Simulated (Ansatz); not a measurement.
Gas-phase electronic energies from Ansatz, PBE0-D4/def2-TZVP geometries. CCSD(T)/CBS is the MP2 limit (def2-TZVPP, def2-QZVPP) plus CCSD(T) − MP2 in def2-TZVPP, frozen cores. Functionals use def2-TZVPP. B3LYP here is the variant with VWN-RPA as its local correlation; programs differ in this. Each species was taken in one conformer, which may not be the lowest.

`O[SiH2][AlH][SiH3]` + `[AlH2][CH2]Cl` → `[AlH2][CH2][SiH3]` + `O[SiH2][AlH][Cl]`  (redistribution)

| level | ΔE (eV) |
| --- | --- |
| B3LYP-D4 | -2.58 |
| B2PLYP | -2.64 |
| B3LYP | -2.55 |
| CCSD/CBS(def2) | -2.65 |

What does CCSD(T)/CBS give? (Best estimate.)

Computed: -2.64 eV. The listed levels differ from it by 0.06, 0.00, 0.09, -0.01 eV.

Largest T1 diagnostic among the species: 0.013.

From PBE to PBE0 (25 % exact exchange), in def2-TZVPP and without D4, ΔE moves by −0.10 eV.
